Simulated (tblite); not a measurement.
Compound: C3H8BBrO.
Cartesian coordinates in Å at the GFN2-xTB level; atoms count from 1:
```xyz
14
C3H8BBrO angstrom
C     -2.1088    0.3031   -0.2612
B     -1.2729   -0.9178    0.3240
O      0.0456   -1.0712    0.2018
C      0.9315   -0.1900   -0.4420
C      1.9854    0.2516    0.5652
Br     3.2612    1.4443   -0.2780
H     -1.6848    1.2701    0.0066
H     -3.1394    0.2953    0.0796
H     -2.1310    0.2640   -1.3500
H     -1.7823   -1.7986    0.9098
H      0.4111    0.6840   -0.8503
H      1.4092   -0.7313   -1.2684
H      1.5313    0.7975    1.3917
H      2.5432   -0.6017    0.9488
```

Calculated harmonic vibrations of the isolated species, GFN2-xTB (tblite), most abundant isotopes, no scaling. Against measured fundamentals such values can be off by several per cent, at times by over 20. Modes of hydrogen on boron can be 10 to 20 % off. One conformer, not necessarily the lowest. The optimisation stopped once no atom felt more than 0.01 eV/Å.

Lowest wavenumbers of the output (negative numbers stand for imaginary wavenumbers):
```
mode    cm-1
  1     -26.3
  2      54.9
  3      66.7
  4     152.6
  5     232.8
  6     261.9
  7     371.9
  8     495.7
  9     618.8
 10     663.2
```

**Question.** Is this structure a minimum?

**Answer.** Not by this Hessian. 1 mode is imaginary beyond 20i (26i cm⁻¹), so at this level the point lies at or near a first-order saddle. The curvature is small, so loose convergence or finite differences may be the whole cause.

**Question.** Which atoms move in the imaginary mode?

**Answer.** 26i: C1 (sp3 carbon bound to boron) 20 %, C4 (sp3 carbon bound to oxygen) 18 %, C5 (sp3 C–Br carbon) 11 %. These are shares of the mass-weighted motion.

**Question.** What is the remedy?

**Answer.** Step along that mode in both directions, optimise again with tighter thresholds and repeat the frequencies. The zero-point energy of this point (68.2 kcal/mol) counts the 35 real modes alone, and thermal corrections from it aren't those of a minimum.

On Intel Xeon at 2.50 GHz, one thread (shared host), this took 1.0 s of wall time. This covers the Hessian and the dipole derivatives.
